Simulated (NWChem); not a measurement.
System: C$_{2}$H$_{7}$FOSi; SMILES CC[SiH](O)F

The following NWChem deck was run.

```
start job
memory heap 200 mb stack 900 mb global 1100 mb
geometry units angstroms noautoz
  Si     0.026641     0.525293     0.324573
  O     -1.477124     0.840101    -0.290600
  F      0.950611     1.747800    -0.200466
  C      0.735862    -1.081008    -0.304928
  C     -0.098515    -2.314804     0.036294
  H      0.029417     0.587849     1.813609
  H     -2.143786     0.149868    -0.263132
  H      0.860429    -0.982947    -1.397556
  H      1.755758    -1.178101     0.107156
  H     -0.228716    -2.434672     1.124308
  H      0.367247    -3.239787    -0.336754
  H     -1.105097    -2.262260    -0.410572
end
basis spherical
  Si library def2-tzvpp
  O library def2-tzvpp
  F library def2-tzvpp
  C library def2-tzvpp
  H library def2-tzvpp
end
dft
  xc xtpss03 ctpss03
  iterations 150
  semidirect filesize 400000000
  mulliken
end
task dft energy
```

Structure relaxed at the PBE0/def2-SVP level. No frequency run checked for a minimum.

### Question
What results follow from this input? (TPSS/def2-TZVPP.) Quantities: basis functions; energy (Ha); highest occupied level (eV); orbital gap (eV); dipole (D).

### Answer
number of basis functions: 264
energy (Ha): -545.28
highest occupied level (eV): -7.07
orbital gap (eV): 6.85
dipole (D): 2.99
